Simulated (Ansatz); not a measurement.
Si2O2⁺, relaxed as a doublet with UKS PBE0-D4/def2-TZVP in Ansatz, starting from the GFN2-xTB geometry. Force threshold 0.02 eV/Å.

The relaxation made no stability test and no search for a lower SCF solution. Another isomer (doublet) lies 1.28 eV lower at PBE0-D4/def2-TZVP; other spin states weren't run for this one.

Start:

```xyz
4

Si   -1.8980    0.7647   -1.0836
Si    0.7929   -0.4983    0.1299
O    -0.5873    0.2191   -0.3663
O     1.6924   -0.4856    1.3200
```

Q: Estimate the energy that the relaxation releases and the steps that it takes.

A: 33.7 kJ/mol, in 6 steps; 8 s on 4 threads of Arm Neoverse V1 on a shared host. No frequencies were taken in this run, so the end may be a saddle point.

Q: Does the start keep its bonding and symmetry?

A: By distances, no bond broke or formed. The bond that changes most is Si2–O3, from 1.63 to 1.73 Å (atoms count from 1). Point group Cs at the start, Cs at the end, both within 0.05 Å.

Q: Predict the relaxed structure.

A: 
```xyz
4

Si   -1.839    0.871   -0.815
Si    0.938   -0.679   -0.007
O    -0.527    0.075   -0.547
O     1.427   -0.268    1.369
```
Bond lengths: 3 × O–Si 1.52 to 1.73 Å.
